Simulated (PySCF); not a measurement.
# Telling isomers of C7H8OP2 apart by NMR

PySCF 2.14 calculation with GFN2-xTB geometry and PBE0/pcSseg-1 with gauge-including orbitals; non-relativistic, rapidly exchanging positions averaged, no solvent model, one conformer.

Scale: ¹H (σref 31.72) and ¹³C (σref 186.93) against TMS (reference shieldings calculated alike). Splittings of carbon signals by F and P are missing where no couplings were computed. Where no couplings were computed, multiplicities follow the n + 1 count of equivalent neighbours, and m marks all less simple cases (inequivalent or close neighbours, rings, F or P nearby). Shifts are as computed. Against solution values, carbons near 30 ppm lie about +3 ppm off and those near 130 ppm about +5 ppm. Of 1313 compounds with measured shifts, 239 miss one by over three times the rms of a fit or turn the order of signals round; such compounds aren't used in these exercises.

(1) Tabulate the signals of `CC(=O)c1cpc(C)pc1`, `CC(=O)c1cpcpc1C` and their relative energies.

(2) What is the quickest way to tell CC(=O)c1cpc(C)pc1 from CC(=O)c1cpcpc1C?

## Answers

(1) 
```json
{"SMILES": "CC(=O)c1cpc(C)pc1", "carbon types": "3×C 2×CH 2×CH3", "δC": "226.3, 200.8, 164.1, 137.8, 31.6, 28.4", "δH": "10.05 (m, 2H), 3.48 (m, 3H), 2.82 (s, 3H)", "E rel. (kcal/mol)": "0.0"}
{"SMILES": "CC(=O)c1cpcpc1C", "carbon types": "3×C 2×CH 2×CH3", "δC": "214.5, 196.6, 170.8, 156.2, 153.3, 34.9, 26.0", "δH": "10.90 (m, 1H), 8.97 (m, 1H), 2.97 (m, 3H), 2.55 (s, 3H)", "E rel. (kcal/mol)": "4.0"}
```

Energies are electronic energies at PBE0/pcSseg-1 on these geometries, without zero-point or thermal terms, each for the one conformer computed, which needn't be the lowest.

(2) Count the carbon signals: 6 against 7. The first has a substituted aromatic carbon (C) at 137.8 ppm, the second an aromatic CH at 196.6 ppm. Their most deshielded carbons lie at 226.3 and 214.5 ppm. In the proton spectra the most deshielded non-exchanging signals are 10.05 (m, 2H) and 10.90 (m, 1H).
